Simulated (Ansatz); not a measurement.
Two isomers of C3H8Si2: A = `C#C[SiH2][SiH2]C`, B = `C=C=C[SiH2][SiH3]`.

Program: Ansatz. Geometries: PBE0-D4/def2-TZVP. ΔE: electronic, gas phase. CCSD(T)/CBS is the MP2 limit (def2-TZVPP, def2-QZVPP) plus CCSD(T) − MP2 in def2-TZVPP, frozen cores. Functionals use def2-TZVPP. B3LYP here is the variant with VWN-RPA as its local correlation; programs differ in this. One conformer a species, not always the lowest.

**Question.** Which is lower in electronic energy at CCSD(T)/CBS, and by how much? (Estimate.)

**Answer.** Ansatz gave: A, by 49.0 kJ/mol.

**Question.** Give E(B) − E(A) in kJ/mol with CCSD/def2-TZVPP, CCSD(T)/def2-TZVPP, B3LYP, PBE-D4, PBE0-D4, B3LYP-D4, r2SCAN-D4. (An estimate is asked.)

**Answer.** Computed: CCSD/def2-TZVPP 47.2, CCSD(T)/def2-TZVPP 46.4, B3LYP 28.1, PBE-D4 20.9, PBE0-D4 27.0, B3LYP-D4 28.8, r2SCAN-D4 28.1. None reverses the order clearly.

Largest T1 diagnostic: 0.013.

In def2-TZVPP, CCSD(T) changes the Hartree–Fock value by +3.3 kJ/mol (the triples alone add −0.8 kJ/mol) and MP2 by +16.6 kJ/mol. From PBE to PBE0 (25 % exact exchange), in def2-TZVPP and without D4, E(B) − E(A) moves by +6.0 kJ/mol.
